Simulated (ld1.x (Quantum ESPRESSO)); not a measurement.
## u(r) = r·R(r): atom against pseudo-atom (N)

Columns: radius, all-electron u(r) and pseudo u(r) of the 2s shell (level -32.25 eV) of nitrogen in the configuration [He] 2s2 2p2; LDA (PZ), scalar-relativistic, ultrasoft scheme, ld1.x (Quantum ESPRESSO) 7.5.

```
r (bohr)  all-electron   pseudo
   0.075        0.3703  -0.0712
   0.150        0.3925  -0.1454
   0.225        0.2545  -0.2250
   0.300        0.0546  -0.3111
   0.375       -0.1555  -0.4033
   0.450       -0.3500  -0.4991
   0.525       -0.5171  -0.5951
   0.600       -0.6528  -0.6864
   0.675       -0.7574  -0.7679
   0.750       -0.8332  -0.8349
   0.825       -0.8837  -0.8837
   0.900       -0.9125  -0.9125
   0.975       -0.9233  -0.9233
   1.050       -0.9196  -0.9196
   1.125       -0.9044  -0.9044
   1.200       -0.8803  -0.8803
   1.275       -0.8496  -0.8496
   1.350       -0.8140  -0.8140
   1.425       -0.7752  -0.7752
   1.500       -0.7345  -0.7345
   1.575       -0.6927  -0.6927
   1.650       -0.6507  -0.6507
   1.725       -0.6091  -0.6091
   1.800       -0.5684  -0.5684
   1.875       -0.5289  -0.5289
   1.950       -0.4910  -0.4910
```

Problem. How many radial nodes do the two functions have?

Solution. The all-electron 2s function has n − l − 1 = 1; the pseudo-wave has 0, since the states of the same l below it are removed with the core.

Problem. At about which radius was the pseudo-wave matched?

Solution. 0.85 bohr, where the columns begin to agree (steps of 0.07 bohr).

Problem. Is the pseudo-wave norm-conserving?

Solution. No, it belongs to an ultrasoft set: the norm inside the radius is not constrained, and the difference is carried by the augmentation charge.
